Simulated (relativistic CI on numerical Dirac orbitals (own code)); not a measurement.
## Calculated levels, Rb³³⁺

Calculated at this level of theory: Dirac-Coulomb-Breit CI, orbitals from a KLI potential per configuration, model QED, unscaled Slater integrals (own radial code, finite nucleus).

Configurations in the expansion (outside the closed core 1s2): 2s2, 2s 2p, 2p2, 2p 3s, 2p 3p, 2s 3s, 2s 3p, 2s 3d, 2s 4s, 2s 4p, 2s 4d, 2s 4f, 3s2, 3s 3p, 3p2. Levels of other configurations are missing.

```tsv
No.	Configuration	Term	J	E (10³ cm⁻¹)	%	Next component (%)	jj configuration (%)
1	2s2	1S	0	0.0	97	3 2p2 1S	closed (97)
2	2s 2p	3P°	0	522.5	100		2s 2p1/2 (100)
3	2s 2p	3P°	1	613.3	89	11 1P°	2s 2p1/2 (93)
4	2s 2p	3P°	2	1094.5	100		2s 2p3/2 (100)
5	2s 2p	1P°	1	1475.0	89	11 3P°	2s 2p3/2 (93)
6	2p2	3P	0	1494.5	81	18 1S	2p1/2^2 (95)
7	2p2	3P	1	1938.2	100		2p1/2 2p3/2 (100)
8	2p2	1D	2	2024.9	53	47 3P	2p1/2 2p3/2 (98)
9	2p2	3P	2	2569.9	53	47 1D	2p3/2^2 (98)
10	2p2	1S	0	2861.1	79	19 3P	2p3/2^2 (96)
11	2s 3s	3S	1	19175.0	99	1 2p 3p 3S	2s 3s (99)
12	2s 3s	1S	0	19281.4	98	2 2p 3p 1S	2s 3s (98)
13	2s 3p	3P°	0	19433.7	100		2s 3p1/2 (100)
14	2s 3p	3P°	1	19437.7	68	31 1P°	2s 3p1/2 (99)
15	2s 3p	1P°	1	19591.1	59	30 3P°	2s 3p3/2 (90)
16	2s 3p	3P°	2	19601.0	100		2s 3p3/2 (100)
17	2s 3d	3D	1	19721.8	97	3 2p 3p 3D	2s 3d3/2 (97)
18	2s 3d	3D	2	19740.6	95	4 1D	2s 3d3/2 (78)
19	2s 3d	3D	3	19777.8	100		2s 3d5/2 (100)
20	2p 3s	3P°	0	19840.8	100		2p1/2 3s (100)
21	2s 3d	1D	2	19863.5	95	4 3D	2s 3d5/2 (76)
22	2p 3s	3P°	1	19881.2	69	22 1P°	2p1/2 3s (90)
23	2p 3p	3D	1	20009.8	70	24 1P	2p1/2 3p1/2 (97)
24	2p 3p	3P	0	20161.0	76	22 1S	2p1/2 3p1/2 (98)
25	2p 3p	3P	1	20231.1	41	31 3S	2p1/2 3p3/2 (98)
26	2p 3p	3D	2	20237.5	64	21 1D	2p1/2 3p3/2 (96)
27	2p 3s	3P°	2	20425.7	100		2p3/2 3s (100)
28	2p 3s	1P°	1	20477.6	70	27 3P°	2p3/2 3s (97)
29	2p 3p	3P	1	20651.3	57	18 1P	2p3/2 3p1/2 (96)
30	2p 3p	3D	2	20671.6	34	33 3P	2p3/2 3p1/2 (95)
31	2p 3p	3D	3	20762.4	100		2p3/2 3p3/2 (100)
32	2p 3p	3S	1	20769.3	51	42 1P	2p3/2 3p3/2 (96)
33	2p 3p	3P	2	20879.8	54	46 1D	2p3/2 3p3/2 (98)
34	2p 3p	1S	0	20990.6	76	23 3P	2p3/2 3p3/2 (98)
35	2s 4s	3S	1	25773.6	100		2s 4s (100)
36	2s 4s	1S	0	25813.6	100		2s 4s (100)
37	2s 4p	3P°	0	25871.9	100		2s 4p1/2 (100)
38	2s 4p	3P°	1	25875.6	75	25 1P°	2s 4p1/2 (99)
39	2s 4p	3P°	2	25941.4	100		2s 4p3/2 (100)
40	2s 4p	1P°	1	25951.9	75	25 3P°	2s 4p3/2 (99)
41	2s 4d	3D	1	25995.4	100		2s 4d3/2 (100)
42	2s 4d	3D	2	26000.6	93	7 1D	2s 4d3/2 (83)
43	2s 4d	3D	3	26016.1	100		2s 4d5/2 (100)
44	2s 4d	1D	2	26043.6	93	7 3D	2s 4d5/2 (83)
45	2s 4f	3F°	2	26050.3	100		2s 4f5/2 (100)
```

Energies count from the lowest computed level; ° marks odd parity. Filled j subshells are mostly left out of the jj labels.

The mean weight of the leading LS term, summed over parents, in these 45 levels is 83 %, and that of the leading jj configuration (from the same eigenvectors) 96 %, so jj coupling describes them better and the LS labels are nominal.

At this charge energies of transitions that change n are usually good to better than 1 %, and those within a shell (Δn = 0) to a few per cent.

LS names give the leading component of a level, which can be under half, so a name can repeat, a term be missing and a line seem to break the LS rules.
